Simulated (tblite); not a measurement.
C₈H₆ClP.
Atom-mapped SMILES: `[CH:1]#[C:2][c:3]1[cH:4][cH:5][p:6][c:7]([CH3:8])[c:9]1[Cl:10]` (hydrogens: H11 on C1; H12 on C4; H13 on C5; H14, H15, H16 on C8)

All values are computed: GFN2-xTB (tblite) harmonic vibrations without scaling, gas phase. Errors from tens to a few hundred cm⁻¹ against measured bands are possible.

Harmonic wavenumbers (cm⁻¹): 75.7, 116.0, 122.2, 155.2, 196.5, 235.1, 306.1, 308.0, 347.0, 371.7, 403.6, 470.8, 475.7, 560.6, 599.3, 629.1, 668.6, 671.3, 789.8, 810.1, 839.7, 903.7, 976.5, 1016.6, 1024.5, 1166.8, 1184.3, 1236.9, 1353.3, 1367.3, 1399.9, 1440.5, 1464.2, 1475.2, 1539.5, 2251.2, 2999.4, 3013.7, 3026.8, 3043.6, 3058.4, 3397.1.

A = 1441, B = 929.3, C = 566.9 MHz; mass 167.990 u (most abundant isotopes); point group Cs, symmetry number 1.

Zero-point energy?

Half the sum of the wavenumbers: 23746 cm⁻¹ = 284.06 kJ/mol.

What is S at 200 K and 1 bar for an ideal gas of classical rigid rotors and harmonic oscillators?

Translation 164.46, rotation 122.33, vibration 71.07: S = 357.9 J/(mol K).

And Cp and H(200 K) − H(0)?

Cp = 124.55 J/(mol K), of which vibrations give 91.29 (their classical limit is 42 R = 349.2); H(200 K) − H(0) = 15.15 kJ/mol without the zero-point energy, 8.50 from vibrations.

Blend soft modes into free rotors: weight 1/[1 + (100 cm⁻¹/ν̃)⁴] for the oscillator and the rest for a rotor with moment μB/(μ + B), μ = h/(8π²ν), B = 10⁻⁴⁴ kg m². What vibrational entropy results?

69.70 J/(mol K) in place of 71.07, which changes −T·S at 200 K by +0.27 kJ/mol.

What must be added to the electronic energy to get the Gibbs energy at 200 K and 1 bar?

ZPE + [H(200 K) − H(0)] − T·S = 284.06 + 15.15 − 71.57 = 227.64 kJ/mol.

Hindered rotation and anharmonicity are outside this model.
